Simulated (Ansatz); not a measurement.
Relaxation of a periodic cell of 40 atoms, CF4 (packed as 8 CF4, density as packed 1.61 g/cm³ with natural masses), to a largest force component of 0.3 eV/Å in at most 15 steps.

Level of theory: Ansatz, DFT r2SCAN-D3(BJ), scalar-relativistic, plane waves, PAW. Settings: accuracy low, cutoff 500 eV, k mesh 1x1x1, fermi-dirac smearing 0.05 eV, no spin polarisation.

```xyz
40
Lattice="8.9959 0.0000 0.0000 0.0000 8.9959 0.0000 0.0000 0.0000 8.9959" Properties=species:S:1:pos:R:3
C 3.216 8.564 4.492
F 4.504 8.856 4.647
F 2.913 8.568 3.198
F 2.971 7.360 5.001
F 2.477 9.470 5.123
C 7.866 6.419 1.223
F 9.011 7.083 1.337
F 7.848 5.413 2.091
F 6.850 7.239 1.474
F 7.753 5.939 -0.012
C 4.846 3.888 3.574
F 5.612 4.654 4.344
F 4.084 3.112 4.339
F 4.073 4.657 2.814
F 5.614 3.129 2.799
C 8.271 1.553 3.991
F 7.202 1.702 4.767
F 9.344 1.354 4.749
F 8.094 0.507 3.189
F 8.442 2.649 3.258
C 3.771 2.378 8.512
F 3.100 3.448 8.926
F 3.491 1.347 9.302
F 3.418 2.089 7.264
F 5.076 2.630 8.557
C 8.099 1.602 8.170
F 7.170 1.306 7.268
F 8.660 2.767 7.863
F 7.539 1.683 9.373
F 9.029 0.652 8.178
C 4.945 7.487 8.138
F 4.528 7.621 9.392
F 4.286 8.338 7.358
F 6.248 7.744 8.074
F 4.719 6.243 7.726
C 1.579 6.464 7.337
F 2.610 7.029 7.957
F 0.955 5.641 8.174
F 0.735 7.407 6.931
F 2.017 5.778 6.285
```

Q: Where does it end, and by what steps?

A: The forces met the threshold. The threshold is loose, so the end isn't yet a minimum. The force dipped under the threshold on the way, but the program's further checks kept it going. Limits of this set-up: coarse k mesh, low accuracy level. After 9 steps the energy has fallen by 1.216 eV; F10 moved furthest, 1.13 Å.

```json
{"step": "0", "energy less start (eV)": "0.0000", "largest force component (eV/Å)": "2.219", "accepted": "yes"}
{"step": "1", "energy less start (eV)": "-0.6872", "largest force component (eV/Å)": "0.701", "accepted": "yes"}
{"step": "2", "energy less start (eV)": "-0.9532", "largest force component (eV/Å)": "0.212", "accepted": "yes"}
{"step": "3", "energy less start (eV)": "-1.0682", "largest force component (eV/Å)": "0.283", "accepted": "yes"}
{"step": "4", "energy less start (eV)": "-1.1272", "largest force component (eV/Å)": "0.455", "accepted": "yes"}
{"step": "5", "energy less start (eV)": "-1.1814", "largest force component (eV/Å)": "0.060", "accepted": "yes"}
{"step": "6", "energy less start (eV)": "-1.1814", "largest force component (eV/Å)": "0.059", "accepted": "yes"}
{"step": "7", "energy less start (eV)": "-1.1949", "largest force component (eV/Å)": "0.491", "accepted": "yes"}
{"step": "8", "energy less start (eV)": "-1.2156", "largest force component (eV/Å)": "0.154", "accepted": "yes"}
{"step": "9", "energy less start (eV)": "-1.2156", "largest force component (eV/Å)": "0.154", "accepted": "yes"}
```

```xyz
40
Lattice="8.9959 0.0000 0.0000 0.0000 8.9959 0.0000 0.0000 0.0000 8.9959" Properties=species:S:1:pos:R:3
C 3.537 8.621 4.167
F 4.825 8.917 4.094
F 2.988 8.740 2.968
F 3.394 7.375 4.597
F 2.938 9.446 5.011
C 7.712 6.227 1.821
F 8.605 7.065 1.308
F 8.300 5.459 2.729
F 6.731 6.914 2.388
F 7.208 5.468 0.858
C 4.714 3.977 3.379
F 5.590 4.591 4.158
F 4.041 3.083 4.087
F 3.874 4.865 2.872
F 5.354 3.365 2.391
C 8.218 1.581 3.979
F 7.031 1.844 4.504
F 9.112 1.452 4.948
F 8.156 0.453 3.288
F 8.575 2.573 3.179
C 3.580 2.635 8.518
F 3.066 3.750 9.018
F 3.355 1.635 9.357
F 3.013 2.369 7.351
F 4.885 2.787 8.351
C 8.276 1.529 8.376
F 7.417 1.547 7.368
F 9.006 2.636 8.353
F 7.612 1.463 9.520
F 9.070 0.475 8.265
C 5.237 7.613 8.038
F 4.649 7.613 9.222
F 4.716 8.571 7.283
F 6.537 7.836 8.192
F 5.060 6.442 7.450
C 1.317 6.170 7.159
F 2.070 7.008 7.856
F 0.633 5.400 7.988
F 0.477 6.859 6.400
F 2.089 5.415 6.391
```

Run time: 78 s on 4 threads of Intel(R) Xeon(R) Platinum 8375C CPU @ 2.90GHz (Ice Lake), on a shared host, peak memory 1.4 GiB.
